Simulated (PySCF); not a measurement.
## Working out the ionisation energy of Cu

Cu [Ar] 3d10 4s1 (2S) → Cu⁺ [Ar] 3d10 (1S). Calculation: PySCF 2.14, in def2-TZVP (6s4p4d1f, 45 functions); no relativity, point nucleus. Frozen: [Ar]. Energies in hartree (1 hartree = 27.21139 eV):

```json
{"part": "UHF", "Cu (lower)": "-1638.923081", "Cu⁺ (upper)": "-1638.686359"}
{"part": "CCSD correlation", "Cu (lower)": "-0.349380", "Cu⁺ (upper)": "-0.326847"}
{"part": "(T)", "Cu (lower)": "-0.011674", "Cu⁺ (upper)": "-0.007906"}
```

What does Hartree-Fock give?

(-1638.686359) − (-1638.923081) = 0.236722 hartree = 6.442 eV.

What do CCSD and CCSD(T) give?

The CCSD correlation energies differ by 0.022533 hartree = 0.613 eV and the triples by 0.003768 hartree = 0.103 eV, so CCSD gives 7.055 eV and CCSD(T) 7.158 eV.

Measured between the centres of the two terms (NIST): 7.726 eV, so CCSD(T) (valence) is off by -0.568 eV.

The calculation is non-relativistic.

What remains against the reference includes basis incompleteness, the frozen core and higher excitations.
